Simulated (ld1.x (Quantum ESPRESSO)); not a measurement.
## What the settings do to the RRKJ potential of Ni (Z = 28)

Base potential:

* Element: nickel
* Generator: ld1.x (Quantum ESPRESSO) 7.5
* Type: norm-conserving RRKJ (Kleinman–Bylander form)
* Functional: Wu–Cohen
* Relativity: scalar-relativistic
* Frozen core: [Ne] 3s2
* Valence charge: 16
* Reference configuration: 3p6 3d8.5 4s1.5 4p0
* Partial waves: 4s (bound): rc 2.10 bohr; 3p (bound): rc 0.95 bohr; 3d (bound): rc 1.25 bohr
* Local potential: all-electron potential smoothed inside 0.75 bohr (lloc = -1)
* Core correction: none
* rho0: 0.005

Cutoffs, loose and tight: the cutoffs (Ry, on a coarse ladder) from which the occupation-weighted sum of valence levels, in a spherical-Bessel basis at the reference potential, stays within 10 and 1 mRy of its value at 400 Ry. They do not see the model core or the augmentation charge, which bear on the density cutoff. Test errors are all-electron minus pseudo excitation energies from the reference, over the configurations 3p6 3d8 4s2 4p0; 3p6 3d8 4s1 4p0; 3p6 3d8 4s0 4p0; 3p6 3d9 4s0 4p0; 3p5 3d8 4s2 4p0; 3p6 3d7 4s2 4p1; 3p6 3d8 4s0 4p1. A dash means not determined; rows that change the core or the reference have their own tests. The largest error is taken over the tests solved by every variant that gives reliable tests at all: 3p6 3d8 4s0 4p0; 3p6 3d8 4s0 4p1; 3p6 3d8 4s1 4p0; 3p6 3d8 4s2 4p0; 3p6 3d9 4s0 4p0.

A true bound ghost makes a file unfit for plane-wave use even where its test errors are small: the radial tests pick states by their node count and pass the ghost by. Where a test does run into it, the solver fails or the error is huge.

| change | outcome | cutoff, loose | cutoff, tight | bound ghosts | largest test error (meV) |
| --- | --- | --- | --- | --- | --- |
| base | generated | 160 Ry | 230 Ry | s | -42 |
| local potential all-electron potential smoothed inside 0.78 bohr (lloc = -1) | generated | 160 Ry | 230 Ry | s | -42 |
| local potential all-electron potential smoothed inside 1.22 bohr (lloc = -1) | generated | 160 Ry | 230 Ry | s | -44 |
| local potential all-electron potential smoothed inside 1.58 bohr (lloc = -1) | generated | 160 Ry | 230 Ry | none | -172 |
| local potential all-electron potential smoothed inside 1.80 bohr (lloc = -1) | generated | 160 Ry | 230 Ry | none | -307 |
| local potential all-electron potential smoothed inside 2.02 bohr (lloc = -1) | generated | 160 Ry | 230 Ry | none | -460 |
| local potential all-electron potential smoothed inside 2.46 bohr (lloc = -1) | generated | 160 Ry | 230 Ry | none | -853 |

(1) What comes out with this change to the base: local potential all-electron potential smoothed inside 2.24 bohr (lloc = -1)?

(2) What comes out with this change to the base: local potential all-electron potential smoothed inside 1.42 bohr (lloc = -1)?

(3) What comes out with this change to the base: local potential all-electron potential smoothed inside 1.00 bohr (lloc = -1)?

Results:

(1) outcome: generated; cutoff, loose: 160 Ry; cutoff, tight: 230 Ry; bound ghosts: none; largest test error (meV): -696.

(2) outcome: generated; cutoff, loose: 160 Ry; cutoff, tight: 230 Ry; bound ghosts: s; largest test error (meV): -87.

(3) outcome: generated; cutoff, loose: 160 Ry; cutoff, tight: 230 Ry; bound ghosts: p, s; largest test error (meV): -213.

Reading the sweep of the rcloc (base included, trends over the rows without a ghost): The loose cutoff stays near 160 Ry. The median size of the test errors (rows with all tests solved) rises from 49.9 meV at 1.58 to 74.0 meV at 2.46 bohr. Bound ghosts are found at 0.75, 0.78, 1, 1.22, 1.42 bohr.
